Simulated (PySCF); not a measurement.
Working out the excitation energy of S⁺

S⁺ [Ne] 3s2 3p3 (4S) → S⁺ [Ne] 3s1 3p3 3d1 (6D). Computed with PySCF 2.14 in aug-cc-pV(D+d)Z, with the non-relativistic Hamiltonian (point nucleus). Frozen: [Ne]. Energies in hartree (1 hartree = 27.21139 eV):

| part | S⁺ (lower) | S⁺ (upper) |
| --- | --- | --- |
| UHF | -397.159772 | -396.471810 |
| CCSD correlation | -0.092148 | -0.023722 |
| (T) | -0.001363 | -0.000102 |

Problem. What does Hartree-Fock give?

Solution. (-396.471810) − (-397.159772) = 0.687962 hartree = 18.720 eV.

Problem. What do CCSD and CCSD(T) give?

Solution. The CCSD correlation energies differ by 0.068426 hartree = 1.862 eV and the triples by 0.001261 hartree = 0.034 eV, so CCSD gives 20.582 eV and CCSD(T) 20.616 eV.
